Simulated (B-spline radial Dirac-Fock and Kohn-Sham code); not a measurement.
**Kr²⁴⁺: scattering cross sections and density moments**

System: krypton as Kr²⁴⁺, configuration 1s2 2s2 2p6 3s2.

Input of the calculation (task.json; shells as n, l, electrons):

```json
{"items": [{
  "Z": 36,
  "q": 24,
  "cfg": [[1, 0, 2], [2, 0, 2], [2, 1, 6], [3, 0, 2]],
  "A": 84,
  "rrms": 4.1884,
  "do": ["scatter"],
  "s": [0.0, 0.05, 0.1, 0.15, 0.2, 0.25, 0.3, 0.35, 0.4, 0.45, 0.5, 0.6, 0.7, 0.8, 0.9, 1.0, 1.1, 1.2, 1.4, 1.6, 1.8, 2.0, 2.5, 3.0, 3.5, 4.0, 5.0, 6.0],
  "pz": [0, 0.1, 0.14, 0.2, 0.28, 0.39, 0.55, 0.77, 1.1, 1.5, 2.1, 3.0, 4.2, 5.9, 8.3, 12.0, 16.0, 23.0, 32.0, 45.0, 64.0],
  "hv_scatter": [2000, 5000, 8047.8, 30000, 100000, 200000, 500000, 1000000]
}]}
```

Command: `python xray_run.py task.json out`

Model: Dirac-Fock densities. Program: a radial finite-basis atomic code.

| Property | Result |
| --- | --- |
| Sum of ⟨r⟩ | 2.278 bohr |
| Sum of ⟨r²⟩ | 0.7141 bohr² |
| Sum of ⟨1/r⟩ | 145.66 per bohr |
| Langevin diamagnetic susceptibility | -0.566 × 10⁻⁶ cm³/mol |
| Lamb shielding (α²/3)Σ⟨1/r⟩ | 2586 ppm |

Coherent scattering is the Thomson cross section weighted by f₀², without anomalous dispersion; incoherent scattering is Klein-Nishina weighted by S. The Lamb formula is the non-relativistic shielding expression. Electron correlation is left out. A dash stands where the photon energy is too low for the impulse approximation behind that column.

```
hν (keV)  coherent (b)  incoherent (b)  incoherent per electron (b)
       2         94.72               –                            –
       5         89.49          0.4068                       0.0339
  8.0478         81.26          0.8648                       0.0721
      30         32.71           3.194                        0.266
     100         5.459           4.793                        0.399
     200         1.610           4.486                        0.374
     500        0.2815           3.391                        0.283
    1000       0.07187           2.513                        0.209
```

Incoherent scattering overtakes coherent scattering between 100 and 200 keV.
